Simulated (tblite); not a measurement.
Compound: C7H4F3 (doublet state).
Geometry (GFN2-xTB, Å), atoms numbered from 1 in this order:
```xyz
14
C7H4F3 angstrom
F      2.490    0.170    1.125
C      1.937   -0.077   -0.080
F      2.403   -1.276   -0.462
F      2.467    0.823   -0.922
C      0.436   -0.021   -0.034
C     -0.203    1.191   -0.257
C     -1.593    1.249   -0.196
C     -2.252    0.090    0.090
C     -1.667   -1.119    0.324
C     -0.278   -1.176    0.261
H      0.370    2.078   -0.482
H     -2.108    2.180   -0.372
H     -2.240   -2.005    0.549
H      0.238   -2.108    0.435
```

The geometry is computed with GFN2-xTB (gas phase). This method treats the open shell by occupation alone, without spin polarisation.

Masses are those of the commonest isotopes; rigid-rotor values at the optimised geometry. 

Question: Give the principal moments of inertia and the rotational constants in GHz.

Answer: Ia = 176.85, Ib = 512.14, Ic = 601.26 u·Å²; 505379 MHz·u·Å²/I gives 2858, 986.8 and 840.5 MHz, that is A = 2.8577, B = 0.9868, C = 0.8405 GHz.

Question: Classify the top.

Answer: An asymmetric top. Ray's parameter κ = (2B − A − C)/(A − C) = -0.855; −1 is the prolate and +1 the oblate limit.

Question: Is it planar, by Δ = Ic − Ia − Ib?

Answer: Not planar: Δ = Ic − Ia − Ib = -87.74 u·Å². For a rigid frame Δ = −2 Σ m c², so Σ m c² = 43.87 u·Å² lies off the ab plane: 0.00 from hydrogen and 43.87 from heavier atoms. The atom farthest from that plane is 1.25 Å away.

Question: Estimate the classical rotational partition function at 50 K, 100 K and 500 K.

Answer: Point group Cs, symmetry number σ = 1; q = (√π/σ)·√((kT/h)³/(ABC)), k/h = 20836.6 MHz/K: 38700 at 50 K, 110000 at 100 K, 1220000 at 500 K.

For this open shell read J as N, the rotation without spin; fine and hyperfine splittings come on top. Its lowest GFN2-xTB frequency is 9 cm⁻¹, too small to tell a flat minimum from a shallow saddle. Constants of a rigid frame at the computed geometry: no zero-point averaging, no centrifugal distortion.
